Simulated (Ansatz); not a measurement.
`[SiH3][O][GeH2][Cl]` + H₂S → `[SiH3][O][GeH2][SH]` + HCl  (ligand exchange at a Ge–Cl bond)

Isolated molecules relaxed with PBE0-D4/def2-TZVP in Ansatz; ΔE leaves out vibrations. CCSD(T)/CBS adds triple-zeta CCSD(T) − MP2 to the extrapolated MP2 energy (def2 sets, frozen cores). This one scheme is used for every species. DFT in def2-TZVPP. B3LYP here is the variant with VWN-RPA as its local correlation; programs differ in this. For Ge outer-core shells are correlated without core-valence functions, which leaves a few kJ/mol of doubt a bond. Scalar relativity is left out up to krypton. One conformer a species, not always the lowest.

| level | ΔE (kJ/mol) | difference from CCSD(T)/CBS |
| --- | --- | --- |
| r2SCAN-D4 | 26.4 | 0.7 |
| B3LYP-D4 | 27.7 | 2.0 |
| ωB97X-V | 29.4 | 3.7 |
| r2SCAN | 26.9 | 1.2 |
| PBE0 | 26.2 | 0.5 |
| B3LYP | 30.9 | 5.2 |
| MP2/def2-TZVPP | 25.4 | -0.3 |
| HF/def2-QZVPP | 41.8 | 16.1 |
| SCS-MP2/def2-QZVPP | 28.7 | 3.0 |
| CCSD/CBS(def2) | 27.8 | 2.1 |
| CCSD(T)/CBS | 25.7 | 0 |

Largest T1 diagnostic among the species: 0.012.

In def2-TZVPP, CCSD(T) changes the Hartree–Fock value by −15.1 kJ/mol (the triples alone add −2.1 kJ/mol) and MP2 by −15.6 kJ/mol. The D4 term adds −3.3 kJ/mol with B3LYP and −1.8 kJ/mol with PBE0; it sums over pairs of atoms, weighted by their polarisabilities, and B3LYP, whose exchange is more repulsive, gets the larger term.

CCSD(T)/CBS has its own doubt, a few kJ/mol and more with outer-core shells, so smaller differences from it don't rank the levels.
